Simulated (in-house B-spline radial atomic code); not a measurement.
A run on Br3+ (an excited or competing configuration) that did not converge. Method: scalar-relativistic (X2C) TPSSh, spin-polarised, spherical fractional occupations, exact exchange averaged over the configuration, Fermi nucleus of rms radius 4.1629 fm; computed with a B-spline radial code for spherical atoms.

Command:
```bash
python run_scf.py task.json out
```
Settings (nuclear radius in fm, mass in u):
```
Z                35
configuration    [Ne] 3s2 3p5 3d10 4s2 4p2 5f1
hamiltonian      x2c
method           tpssh
spin_polarised   True
nucleus          fermi
rms_radius       4.1629
atomic_mass      78.91834
speed_of_light   137.035999084
exact_exchange   averaged over the configuration
```

First and last ten iterations of the last attempt (damped for 15 steps, keeping 80 % of the old Fock matrix, then DIIS):
```
 iter        energy (Eh)    residual
    1       -2595.682572    5.43e-02
    2       -2595.685148    1.75e-03
    3       -2595.685171    1.19e-03
    4       -2595.685182    8.22e-04
    5       -2595.685187    5.76e-04
    6       -2595.685190    4.09e-04
    7       -2595.685192    2.95e-04
    8       -2595.685193    2.21e-04
    9       -2595.685194    1.69e-04
   10       -2595.685194    1.30e-04
  111       -2595.685195    7.86e-07
  112       -2595.685195    1.19e-06
  113       -2595.685195    1.19e-06
  114       -2595.685195    1.19e-06
  115       -2595.685195    1.19e-06
  116       -2595.685195    1.19e-06
  117       -2595.685195    7.86e-07
  118       -2595.685195    7.86e-07
  119       -2595.685195    1.19e-06
  120       -2595.685195    7.86e-07
 not converged after 120 iterations
```

The smallest residual met was 7.9e-07; the threshold is about 3e-07. Over the last five steps the energy moves by less than 1e-08 hartree, but the orbitals didn't meet the threshold. Time taken, with all properties: 11 s on 1 thread of Arm Neoverse N1 (shared host).
